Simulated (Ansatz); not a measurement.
Diatomic NaP-, multiplicity 4 (lowest of 2S+1 = 2, 4 at CCSD(T)/def2-TZVPP on PBE0 minima; our sources give no spin for the ground state, which may be another).

Seven points along R, fitted to fifth degree in 1/R; most abundant isotopes. In def2 and cc sets the state is the lowest found near the PBE0 minimum, followed along R.

Programs: Ansatz (a quantum-chemistry and plane-wave program) with Gaussian orbitals. Values without a source in brackets are computed.

Energies at SVWN5/def2-TZVPP:

```tsv
R (Å)	E (hartree)
2.613097	-501.50242727
2.683342	-501.50331024
2.747967	-501.50362933
2.821021	-501.50354462
2.894075	-501.50309510
2.978369	-501.50224005
3.076711	-501.50092320
```

With a reduced mass of 13.1956 u, find the minimum, the force constant and the constants.

A fifth-degree polynomial in 1/R puts the minimum at r_e = 2.7692 Å with force constant 36.0 N/m. Then ω_e = (1/2πc)√(k/μ) = 215 cm⁻¹ and B_e = h/(8π²cμr_e²) = 0.1666 cm⁻¹; the cubic and quartic terms give α_e = 0.0018 and ω_e x_e = 1.8 cm⁻¹.
